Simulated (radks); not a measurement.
Values are calculated unless marked as measured or tabulated.
Q: Numerical settings for the mercury ion Hg+, [Xe] 4f14 5d10 6s1. Code: a radial shooting solver on a logarithmic mesh with Libxc functionals. Model: scalar-relativistic Kohn-Sham, BLYP, spin-polarised, spherical densities, finite nucleus; open shells are filled with parallel spins first (spin-orbit coupling, left out, can overturn this in heavy ions); Fermi nuclear charge, rms radius 5.4648 fm. The defaults (mesh step 0.008 in ln r, mesh end at 40 bohr or more with all orbitals vanishing there, Anderson mixing 0.5 over 9 steps, residual threshold near 1e-9 with the energy settled to 1e-9 hartree or 1e-11 of itself, here a cap of 69 iterations) give E = -19618.614 hartree and 6s at -15.048 eV in 15 iterations. Run on one thread of a shared host, so times are rough (Arm Neoverse V2): 0.27 s of CPU time, 0.27 s wall, 15 iterations on 2360 mesh points. One setting is changed at a time: mesh step in ln r 0.03; mesh step in ln r 0.02; mesh step in ln r 0.08; mesh end (bohr) 8; mesh end (bohr) 2; residual threshold 1e-16; residual threshold 1e-05; mixing 0.2; linear mixing, mixing 1; linear mixing, mixing 0.5; mixing history 2; iteration cap 5. Which runs fail to converge, and which converge to a wrong energy?

A: Not converged within the cap: mesh step in ln r 0.08; residual threshold 1e-16; linear mixing, mixing 1; iteration cap 5. Settled on a wrong energy, with an occupied level pushed above zero by the early mesh end: mesh end (bohr) 2 (+11.2 hartree). Apart from these: no run marked as converged misses the energy by more than 1 mhartree.
